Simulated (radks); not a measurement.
Problem. Coherent X-ray form factor from a spherical all-electron density. Method: scalar-relativistic Kohn-Sham, PBEsol, spin-polarised, spherical densities, finite nucleus; Fermi nuclear charge, rms radius of each element as measured or else 0.836 A^(1/3) + 0.57 fm; computed with a radial shooting solver on a logarithmic mesh with Libxc functionals.

sin(theta)/lambda (1/angstrom)  f0 (electrons)
0.05                                    70.259
0.1                                     68.208
0.15                                    65.255
0.2                                     61.834
0.25                                    58.273
0.3                                     54.775
0.4                                     48.348
0.5                                     42.839
0.6                                     38.156
0.8                                     30.642
1                                       25.022
1.25                                    20.203
1.5                                     17.195
2                                       13.615

The species is in the configuration that NIST lists as its ground one. Which atom or ion scatters so?

Solution. The tantalum ion Ta2+, [Xe] 4f14 5d3. Extrapolating in s^2 from the first two rows gives f0(0) = 70.9, near the electron count 71; among species with that count, the fall with angle is slower the higher Z, and the table is that of Z = 73; from so few rows the species is fixed only to a neighbour or two.
